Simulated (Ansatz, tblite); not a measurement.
Isomers of Pd₄H₃ (doublet), found by a short tight-binding search and relaxed with B3LYP-D4/def2-SVP in Ansatz.

In the def2 sets Pd takes a core potential; there is no spin–orbit coupling. The xTB rows come from tblite. B3LYP takes the VWN-RPA correlation. Correlated methods freeze no core orbitals; core or outer-core shells of Pd are correlated, in sets that lack core-valence functions.

Run but left out: HF/STO-3G, HF/def2-TZVP, MP2/def2-TZVP (A: ⟨S²⟩ 2.16 to 5.97, where a pure state has 0.75); BHLYP-D4/def2-TZVP (E: ⟨S²⟩ 1.13, where a pure state has 0.75).

Other spin states weren't relaxed.

A:

Cartesian coordinates in Å:
```
Pd 0.038 -1.055 -1.243
Pd 1.359 -0.478 1.112
Pd -1.220 0.453 0.980
Pd 0.732 1.535 -0.652
H -0.736 1.825 0.039
H -1.200 -0.598 -0.274
H 1.028 -1.682 0.036
```

B:

Cartesian coordinates in Å:
```
Pd 0.694 -0.470 1.340
Pd 0.427 0.476 -1.030
Pd -1.574 -0.941 0.024
Pd -1.383 1.507 0.904
H 1.179 -1.768 0.728
H -0.553 1.951 -0.413
H 1.210 -0.756 -1.552
```

C:

Cartesian coordinates in Å:
```
Pd 1.3547 1.3270 0.6284
Pd 0.5536 -0.9551 -0.7408
Pd -1.0229 1.1749 -0.7477
Pd -0.5832 -0.3760 1.5823
H -0.7138 -1.7907 -1.0611
H -1.6078 0.4800 0.6228
H 2.0193 0.1399 -0.2839
```

D:

Cartesian coordinates in Å:
```
Pd 0.187 -0.618 -1.195
Pd -1.492 0.180 0.990
Pd 0.813 -1.093 1.498
Pd 0.793 1.495 0.346
H 1.414 0.437 1.474
H -0.388 -0.091 -2.544
H -1.327 -0.310 -0.569
```

E:

```xyz
7

Pd    2.044   -1.393    0.096
Pd   -0.522   -1.538    0.552
Pd    0.476    0.920    0.118
Pd   -2.193    0.547   -0.612
H    -0.790   -0.351   -0.717
H     2.040    0.169    0.621
H    -1.056    1.646   -0.059
```

**Question.** Estimate which lies lowest at each level, and how far above it the others are (kJ/mol).

**Answer.** 
```tsv
level	A	B	C	D	E
GFN1-xTB	8.2	35.7	0.0	14.6	24.4
GFN2-xTB	54.8	1.6	0.6	24.0	0.0
LDA (SPW92)/def2-TZVP	0.0	85.7	42.7	26.0	32.8
PBE-D4/def2-SVP	0.0	83.0	38.4	23.6	19.9
PBE-D4/def2-TZVP	0.0	79.0	36.3	22.2	23.4
r2SCAN-D4/def2-TZVP	0.0	68.1	28.3	18.8	18.7
B3LYP-D4/def2-TZVP	0.0	64.4	23.6	21.8	2.0
PBE0-D4/def2-SVP	3.7	76.8	29.8	30.2	0.0
PBE0-D4/def2-TZVP	1.2	70.5	25.3	26.5	0.0
RPA@PBE/def2-TZVP	0.0	51.6	17.4	19.3	11.7
```
Point groups (tolerance 0.1 Å): A C2, B not assigned, C Cs, D not assigned, E not assigned. C and D have the same bonds, so they are conformers or stereoisomers. Lower isomers may exist.
